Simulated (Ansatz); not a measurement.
Isolated molecules relaxed with PBE0-D4/def2-TZVP in Ansatz; ΔE leaves out vibrations. CCSD(T)/CBS is the MP2 limit (def2-TZVPP, def2-QZVPP) plus CCSD(T) − MP2 in def2-TZVPP, frozen cores. This one scheme is used for every species. DFT in def2-TZVPP. B3LYP here is the variant with VWN-RPA as its local correlation; programs differ in this. For Ge outer-core shells are correlated without core-valence functions, which leaves a few kJ/mol of doubt a bond. Scalar relativity is left out up to krypton.

Consider the cleavage of the Si–Si bond: `[SiH3][SiH]1[CH2][GeH2]1` + H–F → `F[SiH]1[CH2][GeH2]1` + SiH₄.

```csv
level,ΔE (kJ/mol)
B2PLYP,-119.2
B3LYP,-123.1
SCS-MP2/def2-TZVPP,-116.3
HF/def2-QZVPP,-143.8
```

Task: What does CCSD(T)/CBS give? (Best estimate.)

Result: The calculation gave: -103.9 kJ/mol. The listed levels differ from it by -15.3, -19.2, -12.4, -39.9 kJ/mol.

Largest T1 diagnostic among the species: 0.013.

The D4 term adds +10.1 kJ/mol with B3LYP and +5.8 kJ/mol with PBE0; it sums over pairs of atoms, weighted by their polarisabilities, and B3LYP, whose exchange is more repulsive, gets the larger term. In def2-TZVPP, CCSD(T) changes the Hartree–Fock value by +35.7 kJ/mol (the triples alone add +5.3 kJ/mol) and MP2 by +34.6 kJ/mol.
